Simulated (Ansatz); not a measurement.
Program: Ansatz. Geometries: PBE0-D4/def2-TZVP. ΔE: electronic, gas phase. CCSD(T)/CBS is the MP2 limit (def2-TZVPP, def2-QZVPP) plus CCSD(T) − MP2 in def2-TZVPP, frozen cores. This one scheme is used for every species. Functionals use def2-TZVPP. B3LYP here is the variant with VWN-RPA as its local correlation; programs differ in this. HSE06 is defined as in plane-wave codes. One conformer a species, not always the lowest.

Reaction (formal exchange of groups at a B–Cl bond): `[AlH2][BH]Cl` + `CCC` → `CCC[BH][AlH2]` + HCl

`[AlH2][BH]Cl`:

Z-matrix (Å, degrees):
```
Al
B 1 2.129
H 1 1.591 2 120.5
H 1 1.591 2 120.6 3 -178.0
Cl 2 1.756 1 117.3 3 88.7
H 2 1.197 1 129.0 3 -91.3
```

`CCC`:

Z-matrix (Å, degrees):
```
C
C 1 1.519
H 1 1.094 2 111.1
H 1 1.094 2 111.1 3 119.5
H 1 1.093 2 111.7 3 -120.3
C 2 1.519 1 112.7 3 -59.7
H 2 1.095 1 109.5 3 178.2
H 2 1.095 1 109.5 3 62.4
H 6 1.094 2 111.0 1 59.7
H 6 1.093 2 111.7 1 -180.0
H 6 1.094 2 111.1 1 -59.7
```

`CCC[BH][AlH2]`:

```xyz
15

C     0.462   -0.135   -1.687
C    -0.549   -0.824   -0.787
C     0.028   -1.150    0.585
B     0.356    0.021    1.558
Al   -0.273    2.042    1.318
H     0.833    0.792   -1.235
H     0.035    0.119   -2.660
H     1.332   -0.776   -1.860
H    -1.431   -0.183   -0.664
H    -0.909   -1.735   -1.278
H     0.874   -1.847    0.501
H    -0.707   -1.722    1.186
H     0.967   -0.287    2.551
H    -1.717    2.542    1.781
H     0.699    3.143    0.690
```

HCl:

```xyz
2

Cl   -0.347   -0.537   -0.019
H     0.347    0.537    0.019
```

```tsv
level	ΔE (kJ/mol)	difference from CCSD(T)/CBS
LDA (SPW92)	87.6	-9.7
revPBE-D4	93.8	-3.5
BLYP-D4	97.8	0.5
r2SCAN-D4	98.2	0.9
B97M-V	94.2	-3.1
PBE0-D4	95.0	-2.3
B3LYP-D4	97.9	0.6
r2SCANh-D4	98.1	0.8
r2SCAN0-D4	98.0	0.7
HSE06-D4	95.4	-1.9
BHLYP-D4	99.4	2.1
CAM-B3LYP-D4	97.1	-0.2
ωB97X-V	96.7	-0.6
ωB97M-V	95.6	-1.7
B2PLYP	104.8	7.5
PBE-QIDH	99.7	2.4
PBE	100.7	3.4
revPBE	106.0	8.7
BLYP	108.7	11.4
r2SCAN	100.1	2.8
PBE0	100.1	2.8
B3LYP	106.6	9.3
r2SCANh	100.1	2.8
r2SCAN0	100.2	2.9
HSE06	100.3	3.0
BHLYP	106.1	8.8
CAM-B3LYP	102.5	5.2
LC-ωPBE	97.3	0.0
RPA@PBE/def2-TZVPP	98.6	1.3
HF/def2-SVP	113.2	15.9
CCSD/def2-SVP	105.9	8.6
CCSD(T)/def2-SVP	106.0	8.7
HF/def2-TZVPP	111.2	13.9
MP2/def2-TZVPP	99.9	2.6
SCS-MP2/def2-TZVPP	101.8	4.5
CCSD/def2-TZVPP	97.5	0.2
MP2/def2-QZVPP	99.8	2.5
HF/CBS(def2)	110.7	13.4
MP2/CBS(def2)	100.0	2.7
CCSD/CBS(def2)	97.6	0.3
CCSD(T)/CBS	97.3	0
```

Largest T1 diagnostic among the species: 0.013.

In def2-TZVPP, CCSD(T) changes the Hartree–Fock value by −14.0 kJ/mol (the triples alone add −0.3 kJ/mol) and MP2 by −11.3 kJ/mol. Leaving LDA and LC-ωPBE aside and taking each functional with its dispersion term where it has one, the values spread over 11.0 kJ/mol, from revPBE-D4 to B2PLYP. LDA lies −13.1 kJ/mol from PBE without D4. The D4 term adds −8.6 kJ/mol with B3LYP and −5.2 kJ/mol with PBE0; it sums over pairs of atoms, weighted by their polarisabilities, and B3LYP, whose exchange is more repulsive, gets the larger term.
